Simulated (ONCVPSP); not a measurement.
u(r) = r·R(r): atom against pseudo-atom (Se)

Columns: radius, all-electron u(r) and pseudo u(r) of the 3s shell (level -214.34 eV) of selenium in the configuration [Ne] 3s2 3p6 3d10 4s1.5 4p4.5; PBE, scalar-relativistic, ONCV scheme, ONCVPSP 4.0.1.

```csv
r (bohr),all-electron,pseudo
0.055,0.0335,0.1982
0.110,-0.7221,0.3952
0.165,-0.7018,0.5894
0.220,-0.2086,0.7779
0.275,0.3865,0.9546
0.330,0.8881,1.1099
0.385,1.2312,1.2335
0.440,1.4188,1.3171
0.495,1.4806,1.3565
0.550,1.4531,1.3516
0.605,1.3684,1.3050
0.660,1.2510,1.2213
0.715,1.1189,1.1095
0.770,0.9841,0.9825
0.825,0.8543,0.8540
0.880,0.7338,0.7335
0.935,0.6250,0.6247
0.990,0.5285,0.5284
1.045,0.4444,0.4443
1.100,0.3718,0.3717
1.155,0.3098,0.3097
1.210,0.2572,0.2571
1.265,0.2130,0.2129
1.320,0.1759,0.1758
1.375,0.1449,0.1449
1.430,0.1191,0.1191
```

(1) How many radial nodes do the two functions have?

(2) At about which radius was the pseudo-wave matched?

(3) Where does each function peak?

(4) Is the pseudo-wave norm-conserving?

## Answers

(1) The all-electron 3s function has n − l − 1 = 2; the pseudo-wave has 0, since the states of the same l below it are removed with the core.

(2) 0.85 bohr, where the columns begin to agree (steps of 0.06 bohr).

(3) Outermost all-electron maximum near 0.49 bohr, pseudo maximum near 0.49 bohr (to the table’s step).

(4) Yes: the ONCV scheme keeps the norm inside the radius equal to the all-electron one, which fixes the energy derivative of the logarithmic derivative at the level.
